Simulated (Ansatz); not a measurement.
Reaction (cleavage of the Ga–Al bond): `[CH3][Al]([GaH2])[Br]` + `NB1CS1` → `[GaH2][NH]B1CS1` + `[CH3][AlH][Br]`

Isolated molecules relaxed with PBE0-D4/def2-TZVP in Ansatz; ΔE leaves out vibrations. CCSD(T)/CBS is the MP2 limit (def2-TZVPP, def2-QZVPP) plus CCSD(T) − MP2 in def2-TZVPP, frozen cores. Functionals use def2-TZVPP. HSE06 is defined as in plane-wave codes. For Br, Ga outer-core shells are correlated without core-valence functions, which leaves a few kJ/mol of doubt a bond. Scalar relativity is left out up to krypton. Each species was taken in one conformer, which may not be the lowest.

`[CH3][Al]([GaH2])[Br]`:

Cartesian coordinates in Å:
```
C -1.506 -0.229 -1.006
Al -0.197 0.447 0.266
Ga 2.113 -0.325 0.872
Br -0.837 2.290 1.459
H -1.768 0.551 -1.729
H -1.152 -1.103 -1.559
H -2.430 -0.503 -0.487
H 2.377 -1.350 2.042
H 3.401 0.222 0.143
```

`NB1CS1`:

Cartesian coordinates in Å:
```
N -0.020 -1.323 -0.726
B -0.273 -0.111 -0.117
C 0.298 1.081 0.652
S -1.532 1.070 0.264
H -0.735 -1.870 -1.173
H 0.897 -1.732 -0.757
H 0.518 1.014 1.714
H 0.846 1.870 0.144
```

`[GaH2][NH]B1CS1`:

Cartesian coordinates in Å:
```
Ga -1.015 1.397 1.136
N -0.069 -0.194 1.105
B 0.464 -0.775 -0.041
C 0.647 -0.658 -1.556
S 1.382 -2.144 -0.686
H -1.205 2.104 -0.237
H -1.520 1.859 2.538
H 0.077 -0.686 1.975
H -0.154 -0.910 -2.245
H 1.393 0.005 -1.988
```

`[CH3][AlH][Br]`:

Cartesian coordinates in Å:
```
C 0.073 0.922 0.227
Al 0.102 -0.966 -0.209
Br -1.830 -2.007 -0.774
H 0.452 1.085 1.242
H -0.927 1.353 0.162
H 0.733 1.481 -0.445
H 1.398 -1.869 -0.202
```

| level | ΔE (kcal/mol) | difference from CCSD(T)/CBS |
| --- | --- | --- |
| BLYP-D4 | -5.9 | 1.6 |
| r2SCAN-D4 | -6.0 | 1.5 |
| PBE0-D4 | -3.6 | 3.9 |
| r2SCAN0-D4 | -5.8 | 1.7 |
| HSE06-D4 | -3.6 | 3.9 |
| CAM-B3LYP-D4 | -7.2 | 0.3 |
| ωB97M-V | -6.7 | 0.8 |
| PBE-QIDH | -6.4 | 1.1 |
| revPBE | -2.2 | 5.3 |
| RPA@PBE/def2-TZVPP | -8.4 | -0.9 |
| HF/def2-SVP | -9.1 | -1.6 |
| MP2/def2-SVP | -11.8 | -4.3 |
| MP2/def2-TZVPP | -10.0 | -2.5 |
| CCSD(T)/def2-TZVPP | -8.1 | -0.6 |
| MP2/def2-QZVPP | -9.8 | -2.3 |
| MP2/CBS(def2) | -9.4 | -1.9 |
| CCSD(T)/CBS | -7.5 | 0 |

Largest T1 diagnostic among the species: 0.014.

At CCSD(T), def2-SVP lies −2.4 kcal/mol from the extrapolated value and def2-TZVPP −0.6 kcal/mol. Leaving LDA and LC-ωPBE aside and taking each functional with its dispersion term where it has one, the values, not all of them listed here, spread over 5.2 kcal/mol, from B97M-V to PBE-D4. LDA lies −1.3 kcal/mol from PBE without D4.
